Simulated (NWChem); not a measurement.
System: CH$_{5}$ClO$_{2}$Si; SMILES C[Si](O)(O)Cl

```xyz
10

C      1.6329     1.0343    -0.4174
Si    -0.0348     0.3614    -0.0045
O     -1.2101     0.7222    -1.1130
O     -0.4722     0.9771     1.4583
Cl     0.0621    -1.7197     0.0756
H      1.5850     2.1304    -0.5064
H      2.3549     0.7815     0.3731
H      1.9993     0.6213    -1.3686
H     -1.4674     0.0197    -1.7164
H     -1.3793     0.8216     1.7384
```
Atoms are numbered in this order, from 1.

All runs: NWChem. Pople sets run with spherical d functions. Geometry: optimised at PBE0/def2-SVP.

Q: Estimate the computed values for Hartree-Fock/6-31G*. Quantities: highest occupied level (eV); orbital gap (eV); dipole (D).

A: 
```json
{
  "highest occupied level (eV)": "-12.36",
  "orbital gap (eV)": "17.22",
  "dipole (D)": "1.23"
}
```
